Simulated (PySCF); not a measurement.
C2H5F2NSi, SMILES N(=C\C)/[SiH](F)F. The structure is a stationary point at PBE-D3(BJ)/def2-SVP. The structure was generated by enumeration; whether it is a known compound was not checked. Other conformers were not sampled.

Task: Give the equilibrium geometry at PBE-D3(BJ)/def2-SVP (PySCF confirms it by a frequency run) as a Z-matrix. (The exact figures need the calculation; the answer reports its results.)

Result: One answer among several that fit: 
```
C
N 1 1.2814
H 1 1.1219 2 122.10
C 1 1.4962 3 114.81 2 179.93
H 4 1.1057 1 110.93 3 179.94
H 4 1.1114 5 109.94 1 -121.75
H 4 1.1114 5 110.03 6 -116.25
Si 2 1.7323 1 124.94 3 0.13
F 8 1.6260 2 108.28 1 116.87
F 8 1.6362 9 106.33 2 120.72
H 8 1.4857 9 109.12 10 117.55
```
Charge 0, spin multiplicity 1.
